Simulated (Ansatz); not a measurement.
Cartesian coordinates in Å:
```
C 0.4426 1.1216 -0.8044
O -0.8055 0.5059 -0.6086
B -0.9335 -0.5588 0.2264
N 0.1155 -1.1411 0.9568
F -2.1631 -1.0732 0.3443
H 1.1733 0.4231 -1.2279
H 0.8409 1.5292 0.1318
H 0.3059 1.9438 -1.5067
H 1.0656 -0.8222 0.9290
H -0.0417 -1.9283 1.5594
```

Total charge 0; spin multiplicity 1.

(1) List the ωB97M-V/def2-TZVPP orbital energies in eV (Ansatz 0.2.0). (Best estimate.)

Results:

(1) Ansatz gave: Occupied: -676.97, -526.25, -394.42, -282.90, -189.22, -35.90, -31.69, -27.03, -22.35, -18.02, -17.56, -16.74, -15.81, -15.68, -14.73, -14.68, -13.66, -11.78, -11.52, -10.41. Lowest empty: 2.02, 3.12, 3.52, 3.66, 4.34, 4.62, 4.89, 5.25.
